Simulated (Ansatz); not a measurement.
Reaction (cleavage of the Si–Si bond): `O[SiH]([SiH3])S` + PH₃ → `O[SiH](P)S` + SiH₄

Computed with Ansatz on PBE0-D4/def2-TZVP structures; ΔE is electronic, products minus reactants. CCSD(T)/CBS is the MP2 limit (def2-TZVPP, def2-QZVPP) plus CCSD(T) − MP2 in def2-TZVPP, frozen cores. This one scheme is used for every species. DFT in def2-TZVPP. HSE06 is defined as in plane-wave codes. One conformer a species, not always the lowest.

`O[SiH]([SiH3])S`:

```xyz
10

O     0.689   -0.413   -1.752
Si   -0.353   -0.175   -0.499
Si    0.936   -0.241    1.447
S    -1.337    1.732   -0.586
H     0.373   -0.214   -2.636
H    -1.448   -1.184   -0.512
H     0.030   -0.284    2.625
H     1.778    0.982    1.527
H     1.815   -1.441    1.464
H    -2.484    1.238   -1.078
```

PH₃:

```xyz
4

P     0.366    0.367   -0.261
H    -1.000    0.244   -0.628
H     0.068    0.426    1.126
H     0.566   -1.038   -0.237
```

`O[SiH](P)S`:

```xyz
9

O     0.519   -0.761   -1.559
Si   -0.213   -0.031   -0.281
P     0.832   -0.557    1.640
S    -0.098    2.102   -0.340
H     1.420   -0.498   -1.756
H    -1.622   -0.472   -0.378
H     0.367   -1.899    1.600
H    -0.250   -0.105    2.442
H    -0.956    2.222   -1.368
```

SiH₄:

Cartesian coordinates in Å:
```
Si 0.000 0.000 0.000
H -0.117 -1.250 0.793
H 0.572 -0.312 -1.334
H 0.889 0.954 0.709
H -1.344 0.607 -0.168
```

Q: Is it downhill or uphill in electronic energy at CCSD(T)/CBS, and by how much? (Estimate.)

A: Ansatz gave: Downhill: ΔE = -30.1 kJ/mol.

Q: What do these levels give: r2SCANh-D4, HSE06-D4, BHLYP-D4, r2SCANh, r2SCAN0, CCSD/CBS(def2)? (An estimate is asked.)

A: Ansatz gave: r2SCANh-D4 -30.5, HSE06-D4 -27.0, BHLYP-D4 -29.1, r2SCANh -30.4, r2SCAN0 -30.6, CCSD/CBS(def2) -29.0 kJ/mol.

Q: What do rigid-rotor, harmonic-oscillator terms from PBE0-D4/def2-TZVP frequencies (298.15 K, 1 bar) make of the CCSD(T)/CBS value? (Estimate.)

A: Ansatz gave: ΔZPE = +1.2 kJ/mol, ΔH = -30.2 kJ/mol, ΔS = -20 J/(mol·K), ΔG = -24.2 kJ/mol.

Largest T1 diagnostic among the species: 0.013.

Leaving LDA and LC-ωPBE aside and taking each functional with its dispersion term where it has one, the values, not all of them listed here, spread over 6.1 kJ/mol, from ωB97M-V to PBE-D4. From BLYP to BHLYP (50 % exact exchange), in def2-TZVPP and without D4, ΔE moves by −3.4 kJ/mol.
